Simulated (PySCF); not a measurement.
C3H3N2, SMILES [c]1ccn[nH]1, multiplicity 2.

Coordinates come from a B3LYP-D3(BJ)/def2-SVP optimisation. The isomer is the one that the SMILES or the coordinates give; other isomers of the formula were not compared.

Level of theory: PBE/def2-TZVP (PySCF).

The molecule is in vacuum.

```json
{
  "total_energy": "-225.32558 hartree",
  "point_group": "Cs",
  "α spin, highest occupied and lowest empty level": "-6.37 and -0.79 eV",
  "β spin, highest occupied and lowest empty level": "-6.16 and -4.46 eV",
  "dipole_moment": "1.10 D",
  "quadrupole, principal values (traceless, Buckingham form, about the centre of nuclear charge)": "-5.51, -4.96, 10.47 D·Å",
  "mean_static_polarisability": "46.0 bohr³ (6.82 Å³)",
  "polarisability_principal_values": "30.4, 53.1, 54.6 bohr³",
  "⟨S²⟩": "0.756 (pure state 0.75)"
}
```
